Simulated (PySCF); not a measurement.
Ge(Et)(OH)(OMe)2, SMILES C[CH2][Ge]([OH])([O]C)[O]C (GFN2-xTB optimised geometry):

```
20

C     -2.538    -2.056    -1.663
C     -1.051    -1.752    -1.589
Ge    -0.541    -0.645     0.000
O     -1.151    -1.272     1.543
O     -1.063     1.040     0.000
C     -2.231     1.546     0.618
O      1.226    -0.645     0.000
C      2.063     0.250     0.708
H     -2.753    -2.674    -2.533
H     -2.871    -2.585    -0.772
H     -3.113    -1.136    -1.744
H     -0.728    -1.210    -2.475
H     -0.470    -2.672    -1.538
H     -0.758    -2.095     1.825
H     -3.074     1.512    -0.076
H     -2.486     0.986     1.517
H     -2.028     2.585     0.884
H      1.763     1.286     0.548
H      2.048     0.039     1.781
H      3.074     0.101     0.325
```

Computed with PBE0/def2-SVP run with PySCF 2.14.0.

Question: What are the frontier orbital energies and the dipole moment?

Answer: HOMO-2 -8.18 eV, HOMO-1 -7.66 eV, HOMO -7.53 eV, LUMO 0.79 eV, LUMO+1 1.83 eV; dipole moment 1.20 D.

On the same geometry PySCF with PBE/def2-SVP gives HOMO-2 -6.51 eV, HOMO-1 -5.97 eV, HOMO -5.93 eV, LUMO -0.18 eV, LUMO+1 0.93 eV; dipole moment 1.18 D.

Meta-Löwdin charges at PBE0/def2-SVP: C1 -0.29, C2 -0.38, Ge3 1.26, O4 -0.70, O5 -0.59, C6 -0.08, O7 -0.59, C8 -0.08, H9 0.10, H10 0.10, H11 0.10, H12 0.12, H13 0.11, H14 0.33, H15 0.09, H16 0.10, H17 0.11, H18 0.10, H19 0.09, H20 0.11.
